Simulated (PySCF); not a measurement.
## LiTe⁺ from Hartree–Fock to correlated methods

State: ³Σ⁻ (triplet), unpaired electrons π ↑↑. Set-up: basis Li cc-pVDZ, Te cc-pVDZ-PP with ECP28; scalar-relativistic core potentials; PySCF 2.14. De refers to Li⁺ + Te in their high-spin ground configurations, without counterpoise correction. The functionals are run spin-unrestricted. A positive dipole points towards Te; it is taken about the centre of mass and depends on that origin.

```csv
Level,Re (Å),ωe (cm⁻¹),De (eV),μ (D)
UHF,2.835,293,0.96,-9.86
UHF-MP2,2.828,299,1.02,n/a
UHF-SCS-MP2,2.832,298,1.02,n/a
UHF-CCSD,2.830,301,1.05,n/a
UHF-CCSD(T),2.830,301,1.06,n/a
PBE,2.805,297,1.08,-9.27
revPBE,2.825,291,1.06,-9.36
BLYP,2.815,293,1.09,-9.29
r²SCAN,2.823,290,0.96,-9.62
PBE0,2.794,302,1.05,-9.37
M06-2X,2.790,302,1.03,-9.47
LC-ωPBE,2.774,311,1.02,-9.43
```

(1) Which functional lies closest to UHF-CCSD(T) in De, which farthest, and by how much do they differ from it?

(2) What does a quarter of exact exchange do here, going from PBE to PBE0?

(3) What does the step from GGA to meta-GGA do here, going from PBE to r²SCAN?

Correlated steps freeze 4 core orbitals. Correlated levels converge slowly with the basis: in double zeta they bind strong bonds too weakly, by up to about 1 eV, and carry superposition errors of some tenths. These are scalar-relativistic numbers at best; spin–orbit coupling would shift them, the dissociation energy most. For an ion De counts to the pair picked by the measured ionisation energies or electron affinities, which need not be the lowest pair at this level. The state was picked by a PBE0 search and need not be the measured ground state.

Results:

(1) Closest is revPBE (-0.5 pm in Re, -3.3 % in ωe, +0.00 eV in De against UHF-CCSD(T) in the same basis), farthest r²SCAN (-0.7 pm in Re, -3.7 % in ωe, -0.10 eV in De). CCSD(T) converges more slowly with the basis than the functionals do and binds too weakly in this one, so the order can change at the basis-set limit.

(2) PBE0 less PBE: -1.1 pm in Re, +1.7 % in ωe, -0.03 eV in De. Exact exchange removes part of the self-interaction that spreads semilocal densities, and in most molecules shortens and stiffens the bond and lowers De; so it does here.

(3) r²SCAN less PBE: +1.8 pm in Re, -2.4 % in ωe, -0.12 eV in De.
